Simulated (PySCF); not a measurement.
Predicted microwave data (PBE0/pcSseg-1 in PySCF (dipole) on a GFN2-xTB geometry, gas phase) for one isomer of C6H8O3Si:

* Rotational constants: A = 3068, B = 560.9, C = 492.6 MHz
* Dipole components: |μa| = 2.57 D, |μb| = 0.04 D, |μc| = 0.23 D
* Inertial defect: -39.73 u·Å²
* κ: -0.95

Task: Which structure is it? (One computed conformer of each.)
A. `[CH3:1][SiH2:2][c:3]1[cH:4][cH:5][c:6]([C:7](=[O:8])[OH:9])[o:10]1` with C1–Si2–C3–C4 -44°, C5–C6–C7–O8 -1°, C6–C7–O9–H 180°
B. `[CH3:1][O:2][C:3](=[O:4])[c:5]1[cH:6][o:7][c:8]([SiH3:9])[cH:10]1` with C1–O2–C3–O4 0°, O2–C3–C5–C6 180°

Result: A. It is C[SiH2]c1ccc(C(=O)O)o1, a near-prolate asymmetric top, point group C1. The candidates at the same level (rigid rotor, commonest isotopes):

| SMILES | A (MHz) | B (MHz) | C (MHz) | μa (D) | μb (D) | μc (D) | Δ (u·Å²) | point group | rotor |
| --- | --- | --- | --- | --- | --- | --- | --- | --- | --- |
| C[SiH2]c1ccc(C(=O)O)o1 | 3068 | 560.9 | 492.6 | 2.57 | 0.04 | 0.23 | -39.73 | C1 | near-prolate asymmetric top |
| COC(=O)c1coc([SiH3])c1 | 3163 | 538.8 | 464.2 | 0.42 | 1.91 | 0.00 | -8.97 | Cs | near-prolate asymmetric top |

`COC(=O)c1coc([SiH3])c1` has C 6 % too low. No structure here is proved a minimum.
